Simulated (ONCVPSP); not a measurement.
## strontium (Sr), ONCV: configuration errors across variants

* Element: Sr (Z = 38)
* Generator: ONCVPSP 4.0.1
* Type: optimised norm-conserving Vanderbilt (ONCV)
* Functional: PBE
* Relativity: fully relativistic
* Frozen core: [Ar] 3d10
* Valence charge: 10
* Reference configuration: 4s2 4p6 5s2
* Partial waves: 4s+5s: rc 2.35 bohr, ncon 4, nbas 8, qcut 4.8 1/bohr, 3 projectors, debl 1.8 Ha; 4p: rc 1.55 bohr, ncon 4, nbas 8, qcut 4.6 1/bohr, 1 projector; d scattering state at 0.43 Ha: rc 2.55 bohr, ncon 4, nbas 9, qcut 4.2 1/bohr, 3 projectors, debl 2.6 Ha
* Local potential: polynomial inside 1.40 bohr (lpopt 1, dvloc0 1 Ha)
* Core correction: Teter function, fcfact 2.5, rcfact 1.3

Open shells are filled in proportion to 2j + 1.

In the d channel the program set the typed energies aside and used 0.050, 2.650, 5.250 Ha (j = l + 1/2; the other j can differ).

All-electron excitation energies from the reference (eV): (1) 4s2 4p6 5s1 5.885; (2) 4s2 4p6 5s0 16.890; (3) 4s2 4p6 5s1.5 2.339; (4) 4s2 4p6 4d0.5 5s1.5 1.146.

Errors AE − PS in meV (a dash: test not solved or not reliable):

| change | (1) | (2) | (3) | (4) | bound ghosts | GHOST(+) flags above zero |
| --- | --- | --- | --- | --- | --- | --- |
| base | -0.3 | -2.6 | 0.0 | -0.1 | none | s |
| s: qcut 5.3; p: qcut 5; d: qcut 4.6 | -0.2 | -2.2 | 0.0 | -0.3 | none | none |
| d: nbas 8 | -0.3 | -2.6 | 0.0 | -0.2 | none | s |
| p: qcut 3.7 | -0.3 | -2.6 | 0.0 | -0.1 | none | s |

Give the same row for: d: qcut 5.

-0.3, -2.6, 0.0, -0.6; bound ghosts: none; GHOST(+) flags above zero: s.
